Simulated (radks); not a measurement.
Problem. Valence configurations of Os2+ (all share [Xe]). Calculated with a radial shooting solver on a logarithmic mesh with Libxc functionals: Dirac Kohn-Sham, PBE, spin-unpolarised, spherical densities, point nucleus; open shells fill j = l - 1/2 first. Order these by energy: 4f14 5d6; 4f14 5d5 6s1; 4f13.5 5d6 6s0.5; 4f13 5d6 6p1; 4f12 5d8; 4f12 5d6 6p2; 4f12 5d7 6s1; 4f13 5d7; 4f11 5d6 6p3; 4f11 5d6.5 6p2.5.

Solution. From the lowest, in eV above it: 4f14 5d6 0.000; 4f14 5d5 6s1 2.048; 4f13.5 5d6 6s0.5 24.790; 4f13 5d7 49.466; 4f13 5d6 6p1 59.230; 4f12 5d8 108.06; 4f12 5d7 6s1 112.36; 4f12 5d6 6p2 132.17; 4f11 5d6.5 6p2.5 211.99; 4f11 5d6 6p3 221.60. NIST lists [Xe] 4f14 5d6 as the ground configuration; this level of theory agrees among the configurations tried. The energies are those of spherical spin-averaged densities, not of single terms.
